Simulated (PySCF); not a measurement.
Polarisability and C₆ of C⁻ (carbon, charge -1)

[He] 2s2 2p3, high-spin 4S determinant. All numbers are calculated (PySCF 2.14, no relativity, point nucleus, in aug-cc-pVTZ with one added diffuse shell each of s, p, d, f type (6s5p4d3f, 62 functions)). Coupled (time-dependent) response in atomic units; α is the mean over directions.

```
 method  mean α (bohr³)  C₆ (like pair)  S(−4)
    UHF           49.21           342.5   2443
wB97M-V           85.13           639.6  12460
```

S(−4) is the Cauchy moment in α(ω) = α(0) + S(−4) ω² + …

α(iu) at wB97M-V:

```
u (hartree)  α(iu) (bohr³)
          0          85.13
     0.0500          65.88
      0.100          45.91
      0.200          25.71
      0.300          16.66
      0.500          8.809
      0.750          4.956
       1.00          3.189
       1.50          1.646
       2.00          1.005
       3.00         0.4871
       5.00         0.1898
```

A single London oscillator, α(iu) = α/(1 + u²/ω²), gives C₆ = (3/4) ω α². Matching the computed C₆ needs ω = 4 × 639.6 / (3 × 85.13²) = 0.118 hartree.

For an ion, C₆ is the dispersion term alone; charge-induced terms of lower order in 1/R come first.
